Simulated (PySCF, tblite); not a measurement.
Isomers of C4H5ClO2. Level: GFN2-xTB in tblite, geometry and Hessian alike; calculated harmonic values, unscaled, isolated species. Errors from tens to a few hundred cm⁻¹ against measured bands are possible. One conformer each.

Electronic energies: PBE0/pcSseg-1 single points on the GFN2-xTB geometries (PySCF, gas phase).

```
          SMILES  electronic energy, lowest = 0 (kcal/mol)
 CO[C@H]1OC=C1Cl                                      50.9
  C=C(OC)C(=O)Cl                                      15.6
O=C1OC[C@@H]1CCl                                       0.0
  CO/C=C\C(=O)Cl                                      14.7
```

Task: How do GFN2-xTB zero-point energies change the relative energies?

Result: 
```json
{"SMILES": "O=C1OC[C@@H]1CCl", "ZPE (kcal/mol)": "53.6", "of it from modes above 1550 cm⁻¹": "24.1", "electronic (kcal/mol)": "0.0", "with ZPE, lowest = 0 (kcal/mol)": "0.0", "lowest mode (cm⁻¹)": "63", "rings": "1"}
{"SMILES": "CO/C=C\\C(=O)Cl", "ZPE (kcal/mol)": "51.9", "of it from modes above 1550 cm⁻¹": "26.4", "electronic (kcal/mol)": "14.7", "with ZPE, lowest = 0 (kcal/mol)": "13.0", "lowest mode (cm⁻¹)": "45", "rings": "0"}
{"SMILES": "C=C(OC)C(=O)Cl", "ZPE (kcal/mol)": "51.9", "of it from modes above 1550 cm⁻¹": "26.7", "electronic (kcal/mol)": "15.6", "with ZPE, lowest = 0 (kcal/mol)": "13.9", "lowest mode (cm⁻¹)": "46", "rings": "0"}
{"SMILES": "CO[C@H]1OC=C1Cl", "ZPE (kcal/mol)": "52.4", "of it from modes above 1550 cm⁻¹": "23.7", "electronic (kcal/mol)": "50.9", "with ZPE, lowest = 0 (kcal/mol)": "49.7", "lowest mode (cm⁻¹)": "91", "rings": "1"}
```

The zero-point energies span 1.7 kcal/mol, from `C=C(OC)C(=O)Cl` to `O=C1OC[C@@H]1CCl`. The order is unchanged.

Task: And how do the electronic energies of GFN2-xTB itself compare?

Result: `O=C1OC[C@@H]1CCl` 0.0; `CO/C=C\C(=O)Cl` 10.8; `C=C(OC)C(=O)Cl` 13.6; `CO[C@H]1OC=C1Cl` 31.4 kcal/mol, lowest = 0. Against the energies above, taken from the same isomer `O=C1OC[C@@H]1CCl`, the largest difference is 19.5 kcal/mol.

Task: What do entropy and thermal enthalpy add at 298.15 K and 1 bar (rigid rotor, harmonic oscillator, one conformer each)?

Result: 
```json
{"SMILES": "O=C1OC[C@@H]1CCl", "point group": "C1", "symmetry number": "1", "S (cal/(mol K))": "84.0", "H − H(0) (kcal/mol)": "4.83", "ZPE + H − H(0) − TS (kcal/mol)": "33.4"}
{"SMILES": "C=C(OC)C(=O)Cl", "point group": "Cs", "symmetry number": "1", "S (cal/(mol K))": "87.8", "H − H(0) (kcal/mol)": "5.45", "ZPE + H − H(0) − TS (kcal/mol)": "31.1"}
{"SMILES": "CO[C@H]1OC=C1Cl", "point group": "C1", "symmetry number": "1", "S (cal/(mol K))": "85.1", "H − H(0) (kcal/mol)": "5.14", "ZPE + H − H(0) − TS (kcal/mol)": "32.2"}
```

Not tabulated: `CO/C=C\C(=O)Cl` (point group not settled).
